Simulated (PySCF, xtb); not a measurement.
Si(H)(F)(vinyl)2 (C4H7FSi), SMILES F[SiH](C=C)C=C. Other conformers were not sampled.

Harmonic wavenumbers (cm⁻¹) from xtb 6.7.1 with GFN2-xTB at its own minimum, in rising order: 19, 54, 121, 160, 189, 302, 379, 451, 523, 632, 655, 678, 761, 809, 922, 923, 1008, 1014, 1026, 1030, 1269, 1279, 1418, 1423, 1662, 1671, 2286, 3027, 3033, 3074, 3077, 3100, 3110.

Question: What does PBE-D3(BJ)/def2-SVP (PySCF) give at its own minimum? (An estimate is asked for; the answer gives what the named calculation found.)

Answer: 68, 79, 158, 188, 212, 296, 409, 488, 536, 649, 708, 787, 799, 870, 954, 955, 969, 977, 1004, 1007, 1227, 1230, 1367, 1373, 1618, 1620, 2165, 3046, 3051, 3067, 3071, 3138, 3148. Paired by order, the mean absolute difference is 38 cm⁻¹ and the zero-point energies are 58.7 and 59.0 kcal/mol.
